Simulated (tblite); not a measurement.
Compound: C₆H₁₀OP₂.
SMILES with atom numbers: `[PH2:1][CH2:2][CH2:3][PH:4][c:5]1[cH:6][cH:7][cH:8][o:9]1` (hydrogens: H10, H11 on P1; H12, H13 on C2; H14, H15 on C3; H16 on P4; H17 on C6; H18 on C7; H19 on C8)

Geometry (GFN2-xTB, Å), atoms numbered from 1 in this order:
```xyz
19
C6H10OP2 angstrom
P      3.2470    0.0422   -0.8785
C      2.5012   -0.8834    0.5476
C      1.0479   -0.4457    0.7045
P      0.3667   -0.0746   -0.9955
C     -1.3670    0.1497   -0.5204
C     -2.2335    1.2070   -0.5898
C     -3.4902    0.7124   -0.1734
C     -3.3010   -0.6065    0.1033
O     -2.0252   -0.9581   -0.1120
H      3.3956    1.2566   -0.2018
H      4.5686   -0.3184   -0.6089
H      2.5425   -1.9445    0.2820
H      3.0756   -0.7374    1.4657
H      0.9626    0.4455    1.3324
H      0.4428   -1.2385    1.1528
H      0.6257    1.3006   -0.9872
H     -1.9964    2.2069   -0.8929
H     -4.4046    1.2638   -0.0912
H     -3.9684   -1.3684    0.4559
```

Method: GFN2-xTB as coded in tblite; computed harmonic values from a numerical Hessian at the method's own geometry, unscaled. This tight-binding method is rough: wavenumbers can miss measured ones by several per cent, in bad cases by 10 to 20. Modes of hydrogen on phosphorus can be 10 to 20 % off. One conformer, not necessarily the lowest.

Harmonic wavenumbers (cm⁻¹): 33.2, 45.1, 72.7, 98.8, 147.1, 198.7, 222.5, 262.3, 355.8, 478.7, 584.2, 619.5, 671.3, 695.2, 716.7, 760.2, 766.9, 816.1, 827.3, 843.4, 857.4, 879.0, 892.9, 911.2, 957.6, 1037.4, 1042.0, 1082.0, 1088.2, 1117.4, 1135.6, 1148.1, 1180.2, 1218.0, 1230.1, 1246.9, 1363.1, 1433.8, 1439.4, 1449.6, 1551.4, 2254.1, 2262.4, 2307.5, 2932.4, 2944.6, 2949.4, 2954.0, 3161.6, 3172.4, 3185.2.

A = 3971, B = 521.7, C = 489.0 MHz; mass 160.021 u (most abundant isotopes); point group C1, symmetry number 1.

Zero-point energy?

Half the sum of the wavenumbers: 30800 cm⁻¹ = 88.06 kcal/mol.

What is S at 350 K and 1 bar for an ideal gas of classical rigid rotors and harmonic oscillators?

Translation 41.94, rotation 30.62, vibration 38.29: S = 110.9 cal/(mol K).

And Cp and H(350 K) − H(0)?

Cp = 45.44 cal/(mol K), of which vibrations give 37.49 (their classical limit is 51 R = 101.3); H(350 K) − H(0) = 9.37 kcal/mol without the zero-point energy, 6.59 from vibrations.

Which modes carry the vibrational entropy at 350 K?

33.2 cm⁻¹: 5.95; 45.1 cm⁻¹: 5.34; 72.7 cm⁻¹: 4.39; 98.8 cm⁻¹: 3.79; 147.1 cm⁻¹: 3.02; 198.7 cm⁻¹: 2.44 cal/(mol K); the other 45 give 13.36 together.

Blend soft modes into free rotors: weight 1/[1 + (100 cm⁻¹/ν̃)⁴] for the oscillator and the rest for a rotor with moment μB/(μ + B), μ = h/(8π²ν), B = 10⁻⁴⁴ kg m². What vibrational entropy results?

33.72 cal/(mol K) in place of 38.29, which changes −T·S at 350 K by +1.60 kcal/mol.

Hindered rotation and anharmonicity are outside this model. Other conformers, if any are populated, would add a mixing term that is left out. The structure is chiral; the term R ln 2 for an equal mix with its mirror image is left out.
